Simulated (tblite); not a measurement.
Record of a relaxation.

C4H9SeSi (doublet state).
Atom-mapped SMILES: `[CH3:1][C@H:2]1[CH2:3][SiH:4][CH2:5][Se:6]1` (hydrogens: H7, H8, H9 on C1; H10 on C2; H11, H12 on C3; H13 on Si4; H14, H15 on C5)

Computed with GFN2-xTB (tblite), gas phase: L-BFGS steps from a force-field or distance-geometry start until the largest atomic force falls under 0.01 eV/Å. 12 of its 84 geometries are shown.

Step 0: E = -489.1312 eV, largest atomic force 1.554 eV/Å
```
atom  x, y, z in Å  |  force x, y, z in eV/Å
C1      2.015   -0.396    0.679    0.059   0.224   0.063
C2      0.712    0.069   -0.006    0.938  -1.073   0.260
C3     -0.256   -1.098   -0.157   -0.003  -0.578   0.050
Si4    -1.907   -0.356   -0.647   -0.523  -0.896  -0.478
C5     -1.758    1.377   -0.002   -0.630   1.399  -0.245
Se6    -0.138    1.476    1.059   -0.031   0.274   0.240
H7      2.711    0.465    0.759   -0.308  -0.551   0.013
H8      1.803   -0.779    1.702    0.153   0.245  -0.735
H9      2.497   -1.194    0.079   -0.274   0.461   0.392
H10     0.962    0.479   -0.993   -0.104   0.088   0.069
H11    -0.396   -1.637    0.800    0.507   0.137  -0.422
H12     0.078   -1.805   -0.941    0.066   0.234   0.588
H13    -2.012   -0.316   -2.094   -0.139  -0.011  -0.428
H14    -2.635    1.639    0.607    0.421   0.312  -0.084
H15    -1.680    2.085   -0.866   -0.131  -0.267   0.719
```

Step 8: E = -489.3260 eV, largest atomic force 0.118 eV/Å
```
atom  x, y, z in Å  |  force x, y, z in eV/Å
C1      2.021   -0.395    0.677   -0.004  -0.005   0.014
C2      0.726    0.027    0.003    0.068  -0.084  -0.047
C3     -0.261   -1.123   -0.155    0.053   0.001  -0.002
Si4    -1.935   -0.381   -0.693    0.075   0.031   0.014
C5     -1.802    1.405   -0.014    0.010   0.028  -0.001
Se6    -0.156    1.477    1.054   -0.027  -0.019   0.026
H7      2.708    0.447    0.763   -0.043  -0.021  -0.009
H8      1.814   -0.774    1.678    0.021  -0.002  -0.011
H9      2.506   -1.183    0.099   -0.030   0.051   0.026
H10     0.947    0.476   -0.974   -0.025  -0.013  -0.014
H11    -0.324   -1.660    0.794   -0.047   0.000   0.000
H12     0.113   -1.829   -0.898    0.026  -0.013   0.004
H13    -2.042   -0.326   -2.160   -0.021  -0.020   0.011
H14    -2.616    1.725    0.631   -0.016   0.002   0.028
H15    -1.706    2.122   -0.828   -0.041   0.064  -0.038
```

Step 15: E = -489.3294 eV, largest atomic force 0.029 eV/Å
```
atom  x, y, z in Å  |  force x, y, z in eV/Å
C1      2.022   -0.395    0.679    0.002  -0.004   0.008
C2      0.730    0.019    0.000    0.007   0.000  -0.003
C3     -0.255   -1.129   -0.158   -0.011  -0.001   0.008
Si4    -1.923   -0.373   -0.694   -0.002   0.006  -0.015
C5     -1.803    1.417   -0.018    0.004   0.000   0.000
Se6    -0.158    1.469    1.056   -0.010   0.008  -0.026
H7      2.703    0.451    0.764   -0.007  -0.005  -0.002
H8      1.818   -0.775    1.679    0.004  -0.001   0.008
H9      2.510   -1.180    0.102    0.017   0.013   0.000
H10     0.945    0.469   -0.976    0.010   0.005  -0.013
H11    -0.332   -1.661    0.792   -0.011  -0.010   0.005
H12     0.124   -1.840   -0.895   -0.012   0.005   0.006
H13    -2.049   -0.333   -2.159   -0.005  -0.004   0.000
H14    -2.616    1.726    0.636    0.010  -0.015  -0.005
H15    -1.720    2.144   -0.829    0.004   0.003   0.029
```

Step 23: E = -489.3301 eV, largest atomic force 0.028 eV/Å
```
atom  x, y, z in Å  |  force x, y, z in eV/Å
C1      2.024   -0.395    0.680    0.008   0.001   0.003
C2      0.731    0.015   -0.001    0.004   0.001   0.005
C3     -0.258   -1.130   -0.157   -0.008  -0.004  -0.005
Si4    -1.922   -0.370   -0.700   -0.004   0.017  -0.010
C5     -1.802    1.418   -0.020    0.009   0.007   0.009
Se6    -0.152    1.473    1.048   -0.011  -0.001  -0.010
H7      2.699    0.456    0.766   -0.003   0.007   0.008
H8      1.821   -0.777    1.680   -0.003  -0.002  -0.004
H9      2.521   -1.174    0.103   -0.001  -0.004  -0.001
H10     0.950    0.461   -0.979    0.000  -0.007  -0.006
H11    -0.341   -1.662    0.793    0.004   0.011   0.003
H12     0.118   -1.843   -0.892    0.001  -0.007  -0.001
H13    -2.054   -0.337   -2.165    0.005   0.004   0.004
H14    -2.615    1.716    0.640    0.014  -0.002  -0.001
H15    -1.723    2.156   -0.820   -0.015  -0.022   0.007
```

Step 30: E = -489.3304 eV, largest atomic force 0.035 eV/Å
```
atom  x, y, z in Å  |  force x, y, z in eV/Å
C1      2.025   -0.394    0.682    0.004  -0.002   0.002
C2      0.734    0.011   -0.005   -0.002   0.027   0.017
C3     -0.260   -1.129   -0.158    0.001  -0.015   0.004
Si4    -1.922   -0.366   -0.706    0.001  -0.018  -0.007
C5     -1.801    1.417   -0.017   -0.024   0.023  -0.011
Se6    -0.147    1.477    1.040    0.017  -0.001  -0.009
H7      2.694    0.460    0.774   -0.003  -0.003  -0.003
H8      1.821   -0.780    1.680   -0.014  -0.004  -0.004
H9      2.528   -1.169    0.105    0.006  -0.006  -0.005
H10     0.954    0.452   -0.985    0.006   0.006  -0.012
H11    -0.347   -1.655    0.795   -0.005  -0.001   0.008
H12     0.113   -1.848   -0.888    0.005  -0.007  -0.004
H13    -2.052   -0.333   -2.171    0.010   0.010   0.012
H14    -2.609    1.710    0.649   -0.004  -0.005   0.008
H15    -1.735    2.156   -0.817    0.002  -0.003   0.003
```

Step 38: E = -489.3311 eV, largest atomic force 0.019 eV/Å
```
atom  x, y, z in Å  |  force x, y, z in eV/Å
C1      2.025   -0.396    0.682   -0.007  -0.003   0.001
C2      0.738    0.007   -0.016   -0.005   0.018   0.005
C3     -0.261   -1.131   -0.156   -0.003   0.004   0.004
Si4    -1.920   -0.365   -0.712    0.003  -0.004  -0.006
C5     -1.807    1.415   -0.013    0.003   0.008  -0.001
Se6    -0.133    1.490    1.012    0.016   0.001   0.010
H7      2.686    0.464    0.789   -0.001  -0.013   0.001
H8      1.808   -0.791    1.673    0.010   0.000   0.006
H9      2.542   -1.162    0.106   -0.007  -0.002  -0.002
H10     0.965    0.437   -0.999   -0.005  -0.007  -0.016
H11    -0.356   -1.641    0.804    0.013  -0.002  -0.002
H12     0.110   -1.862   -0.876   -0.004   0.004   0.007
H13    -2.035   -0.314   -2.178    0.008  -0.001   0.000
H14    -2.604    1.697    0.673   -0.005  -0.008  -0.014
H15    -1.762    2.158   -0.812   -0.017   0.004   0.008
```

Step 45: E = -489.3315 eV, largest atomic force 0.023 eV/Å
```
atom  x, y, z in Å  |  force x, y, z in eV/Å
C1      2.023   -0.398    0.681   -0.007   0.002  -0.007
C2      0.740    0.008   -0.021   -0.008  -0.019  -0.011
C3     -0.262   -1.129   -0.152    0.000   0.009  -0.001
Si4    -1.916   -0.362   -0.717    0.013   0.001   0.008
C5     -1.810    1.416   -0.012    0.004  -0.015   0.003
Se6    -0.123    1.502    0.995   -0.011   0.005   0.000
H7      2.683    0.461    0.797    0.010  -0.003  -0.005
H8      1.802   -0.797    1.670    0.006   0.002  -0.002
H9      2.544   -1.161    0.104   -0.006  -0.001   0.004
H10     0.969    0.424   -1.010    0.002   0.001   0.018
H11    -0.355   -1.633    0.813   -0.005   0.006  -0.008
H12     0.108   -1.867   -0.867   -0.004   0.008   0.009
H13    -2.018   -0.303   -2.183    0.006  -0.006  -0.012
H14    -2.604    1.683    0.683    0.002   0.001   0.010
H15    -1.785    2.164   -0.805   -0.005   0.007  -0.005
```

Step 53: E = -489.3320 eV, largest atomic force 0.025 eV/Å
```
atom  x, y, z in Å  |  force x, y, z in eV/Å
C1      2.022   -0.401    0.680    0.006  -0.004   0.001
C2      0.743    0.008   -0.026    0.007  -0.019  -0.015
C3     -0.265   -1.125   -0.146    0.000   0.001   0.000
Si4    -1.909   -0.356   -0.732   -0.007   0.001   0.005
C5     -1.818    1.415   -0.009    0.004  -0.008   0.010
Se6    -0.113    1.523    0.967    0.006  -0.002   0.003
H7      2.687    0.454    0.799    0.002   0.009  -0.003
H8      1.798   -0.803    1.667   -0.001   0.010   0.013
H9      2.542   -1.165    0.103   -0.005  -0.009  -0.003
H10     0.978    0.411   -1.018   -0.006   0.006  -0.005
H11    -0.366   -1.615    0.824   -0.005   0.003   0.004
H12     0.103   -1.873   -0.850    0.009   0.001   0.005
H13    -1.981   -0.296   -2.199    0.000   0.007  -0.015
H14    -2.599    1.658    0.710   -0.014   0.001  -0.001
H15    -1.827    2.174   -0.792    0.003   0.003   0.002
```

Step 60: E = -489.3324 eV, largest atomic force 0.029 eV/Å
```
atom  x, y, z in Å  |  force x, y, z in eV/Å
C1      2.023   -0.404    0.678    0.006   0.005   0.010
C2      0.745    0.007   -0.030    0.012   0.019   0.012
C3     -0.268   -1.122   -0.144    0.010  -0.006   0.004
Si4    -1.904   -0.352   -0.744   -0.019   0.005  -0.007
C5     -1.824    1.411   -0.002   -0.005   0.008  -0.013
Se6    -0.107    1.530    0.956   -0.017   0.001   0.013
H7      2.693    0.448    0.788    0.002   0.001  -0.021
H8      1.800   -0.793    1.670   -0.011  -0.001   0.001
H9      2.534   -1.178    0.106   -0.001   0.005   0.007
H10     0.981    0.408   -1.024   -0.001  -0.010  -0.013
H11    -0.377   -1.601    0.830    0.003  -0.005   0.009
H12     0.106   -1.879   -0.836   -0.006  -0.018  -0.007
H13    -1.956   -0.287   -2.213   -0.001   0.016   0.002
H14    -2.603    1.643    0.723    0.024  -0.015  -0.005
H15    -1.847    2.177   -0.780    0.003  -0.004   0.009
```

Step 68: E = -489.3335 eV, largest atomic force 0.043 eV/Å
```
atom  x, y, z in Å  |  force x, y, z in eV/Å
C1      2.022   -0.404    0.673    0.000  -0.005  -0.006
C2      0.749    0.003   -0.046    0.004   0.023   0.019
C3     -0.274   -1.118   -0.137    0.005  -0.008   0.006
Si4    -1.888   -0.342   -0.786   -0.021   0.012  -0.003
C5     -1.835    1.398    0.009    0.009  -0.005  -0.005
Se6    -0.093    1.546    0.919    0.015   0.005  -0.005
H7      2.709    0.439    0.750   -0.022  -0.013   0.010
H8      1.792   -0.759    1.677    0.015   0.021  -0.009
H9      2.519   -1.205    0.126    0.004  -0.006   0.004
H10     0.989    0.380   -1.047    0.003   0.010  -0.006
H11    -0.407   -1.556    0.853   -0.006  -0.024   0.032
H12     0.100   -1.905   -0.791    0.008  -0.026  -0.033
H13    -1.885   -0.233   -2.253    0.006   0.004  -0.001
H14    -2.595    1.577    0.767   -0.014  -0.002   0.019
H15    -1.908    2.188   -0.738   -0.005   0.013  -0.020
```

Step 75: E = -489.3339 eV, largest atomic force 0.017 eV/Å
```
atom  x, y, z in Å  |  force x, y, z in eV/Å
C1      2.021   -0.406    0.671    0.003   0.002   0.007
C2      0.750   -0.001   -0.053    0.003   0.005   0.008
C3     -0.279   -1.118   -0.133    0.000   0.006  -0.003
Si4    -1.880   -0.335   -0.804   -0.004  -0.002  -0.002
C5     -1.841    1.394    0.013   -0.001  -0.007   0.002
Se6    -0.082    1.562    0.893    0.009  -0.007  -0.012
H7      2.710    0.435    0.741    0.001   0.004  -0.007
H8      1.790   -0.746    1.680   -0.001  -0.003   0.004
H9      2.515   -1.216    0.135   -0.002   0.002   0.006
H10     0.995    0.365   -1.057   -0.006  -0.011  -0.002
H11    -0.421   -1.541    0.864   -0.002  -0.005  -0.006
H12     0.094   -1.918   -0.774    0.003   0.004  -0.008
H13    -1.846   -0.207   -2.269    0.006  -0.001   0.007
H14    -2.587    1.545    0.791   -0.010   0.009   0.009
H15    -1.945    2.195   -0.719    0.000   0.005  -0.003
```

Step 83: E = -489.3342 eV, largest atomic force 0.009 eV/Å
```
atom  x, y, z in Å  |  force x, y, z in eV/Å
C1      2.020   -0.405    0.673    0.001  -0.003  -0.001
C2      0.751   -0.005   -0.056    0.002   0.001  -0.002
C3     -0.282   -1.119   -0.132   -0.001   0.002  -0.004
Si4    -1.877   -0.330   -0.812    0.003  -0.004   0.000
C5     -1.845    1.392    0.018    0.000  -0.005  -0.001
Se6    -0.074    1.571    0.871    0.000   0.005   0.005
H7      2.710    0.436    0.732   -0.001   0.001   0.004
H8      1.790   -0.735    1.685   -0.004   0.007   0.004
H9      2.514   -1.220    0.145    0.001  -0.008  -0.002
H10     0.997    0.348   -1.065    0.005   0.000  -0.004
H11    -0.429   -1.539    0.866    0.003   0.001  -0.003
H12     0.090   -1.922   -0.770   -0.002  -0.001  -0.002
H13    -1.820   -0.190   -2.275   -0.001  -0.003   0.002
H14    -2.582    1.531    0.807   -0.004   0.002   0.008
H15    -1.968    2.196   -0.707   -0.001   0.006  -0.004
```

**Question.** Summarise the path.

**Answer.** The energy falls by 19.58 kJ/mol from step 0 to step 83; nine tenths of that is first reached at step 5. It falls at every step. The largest force goes from 1.554 to 0.009 eV/Å. Among the bonds Si4–C5 changes most, from 1.855 to 1.912 Å; the atoms move by 0.173 Å rms after alignment.

**Question.** Follow the three bonds and two angles with the largest change from start to end.

**Answer.** 
```
step  E above end (kJ/mol)  largest force (eV/Å)  Si4–C5 (Å)  C2–Se6 (Å)  C5–Se6 (Å)  Se6–C5–H14 (°)  Si4–C5–H14 (°)
   0                 19.58                 1.554       1.855       1.959       1.939           110.6           110.6
   4                  2.88                 0.406       1.912       2.017       1.963           108.4           112.8
   7                  0.91                 0.122       1.915       1.999       1.965           107.2           115.5
  11                  0.55                 0.056       1.916       2.002       1.963           106.9           115.9
  14                  0.47                 0.041       1.917       2.003       1.966           106.8           115.6
  18                  0.43                 0.026       1.916       2.001       1.963           106.9           115.2
  22                  0.40                 0.027       1.917       2.003       1.965           106.8           115.0
  25                  0.38                 0.020       1.917       2.002       1.966           106.9           115.0
  29                  0.37                 0.025       1.916       2.003       1.963           106.8           115.0
  32                  0.34                 0.024       1.916       2.002       1.965           106.6           115.2
  36                  0.31                 0.025       1.916       2.001       1.965           106.5           115.3
  40                  0.28                 0.038       1.915       2.005       1.965           106.7           115.2
  43                  0.26                 0.014       1.916       2.003       1.966           106.8           115.1
  47                  0.24                 0.016       1.916       2.003       1.966           106.6           114.9
  51                  0.22                 0.025       1.915       2.004       1.967           106.4           115.0
  54                  0.20                 0.026       1.915       2.004       1.968           106.4           114.9
  58                  0.19                 0.024       1.915       2.005       1.969           106.6           115.0
  61                  0.15                 0.028       1.915       2.004       1.971           106.7           115.1
  65                  0.09                 0.028       1.914       2.007       1.972           106.5           114.8
  69                  0.05                 0.022       1.914       2.006       1.973           106.4           114.8
  72                  0.04                 0.016       1.913       2.005       1.973           106.4           114.7
  76                  0.02                 0.023       1.913       2.008       1.974           106.3           114.6
  79                  0.01                 0.016       1.913       2.007       1.974           106.4           114.7
  83                  0.00                 0.009       1.912       2.006       1.974           106.4           114.7
```

The cost below is that of the whole relaxation. On one thread, Arm Neoverse V1 (aarch64), shared host, this took 0.52 s of wall time.
